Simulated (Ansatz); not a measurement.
`[CH3][In]([F])[Cl]` + H₂ → `[F][InH][Cl]` + CH₄ at 600 K and 1 bar (hydrogenolysis of the In–C bond).

Isolated molecules relaxed with PBE0-D4/def2-TZVP in Ansatz; ΔE leaves out vibrations. CCSD(T)/CBS is the MP2 limit (def2-TZVPP, def2-QZVPP) plus CCSD(T) − MP2 in def2-TZVPP, frozen cores. This one scheme is used for every species. def2 core potentials past Kr. For In outer-core shells are correlated without core-valence functions, which leaves a few kJ/mol of doubt a bond.

| species | CCSD(T)/CBS energy (Eh) | H − E (kJ/mol) | S (J/(mol·K)) |
| --- | --- | --- | --- |
| `[CH3][In]([F])[Cl]` | -789.33016 | 152.3 | 437.2 |
| H₂ | -1.17544 | 43.9 | 150.8 |
| `[F][InH][Cl]` | -750.05448 | 58.6 | 356.7 |
| CH₄ | -40.46206 | 140.4 | 215.7 |

H − E and S are ideal-gas, rigid-rotor, harmonic terms from PBE0-D4/def2-TZVP, for one conformer and one mirror image of each species. The MP2-based limit puts H₂ 0.8 mEh under its directly extrapolated value; such offsets cancel only in part. 1 Eh = 2625.50 kJ/mol, R = 8.31446 J/(mol·K).

By hand: ΔE, ΔH, ΔS and ΔG.

ΔE = (-750.05448) + (-40.46206) − (-789.33016) − (-1.17544) = -0.01094 Eh = -28.7 kJ/mol. Δ(H − E) = 58.6 + 140.4 − 152.3 − 43.9 = 2.8, so ΔH = -25.9 kJ/mol. ΔS = 356.7 + 215.7 − 437.2 − 150.8 = -15.6 J/(mol·K). ΔG = -25.9 − 600 × (-15.6)/1000 = -16.5 kJ/mol.

By hand: the equilibrium constant, and the temperature at which ΔG would vanish if ΔH and ΔS stayed fixed.

log₁₀ K = −ΔG/(RT ln 10) = 1.4. ΔG = 0 at ΔH/ΔS = 1660 K, though so small a ΔS makes that figure unsure.

TΔS isn't small against ΔH here. A doubt of 5 kJ/mol in ΔE shifts log₁₀ K by 0.4 here. Other conformers and mirror images would add mixing entropy, several J/(mol·K) or more a flexible species. Modes under 60 cm⁻¹, often nearly free rotors, make the harmonic entropy too high. These are equilibria of isolated gas molecules and say nothing of rates. Largest T1 diagnostic: 0.015 (customary marks: 0.02 for closed shells, 0.045 for open ones).
